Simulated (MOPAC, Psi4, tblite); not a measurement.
Approach curve of the dimer C3H9Al ··· F- (SMILES [CH3][Al]([CH3])[CH3] and [F-]) (charge -1). Monomers: optimised at B3LYP-D3(BJ) (def2-SVP and def2-TZVP), held rigid. Orientation: lowest of the rigid-body minima from ten starts at GFN2-xTB (searched outside a hard wall at short contacts). The monomers approach along the line of their centres of mass (distance R); nothing else relaxes. The shortest distances reach bonding range, where SAPT0 and rigid monomers are unreliable.

PM3, restricted, heats of formation (MOPAC); PM6, restricted, heats of formation (MOPAC); GFN2-xTB (tblite); SAPT0/jun-cc-pVDZ, frozen core (Psi4).

Interaction energies in kJ/mol:

```csv
R / Å,PM3,PM6,GFN2-xTB
1.61,-401.76,-139.97,-227.97
1.81,-443.90,-194.82,-258.12
1.98,-410.10,-170.95,-248.22
2.24,-351.91,-103.61,-214.95
2.49,-301.65,-53.92,-177.44
2.79,-185.23,-23.20,-133.78
3.30,-55.85,-6.39,-76.94
4.04,-18.19,-1.97,-36.24
5.05,-6.83,-0.90,-20.07
6.29,-4.01,-0.45,-20.60
```

### Question
Predict the corresponding SAPT0/jun-cc-pVDZ column.

### Answer
1.61: -185.94; 1.81: -242.98; 1.98: -237.13; 2.24: -198.03; 2.49: -156.94; 2.79: -116.89; 3.30: -72.51; 4.04: -39.58; 5.05: -20.02; 6.29: -10.17 (kJ/mol).
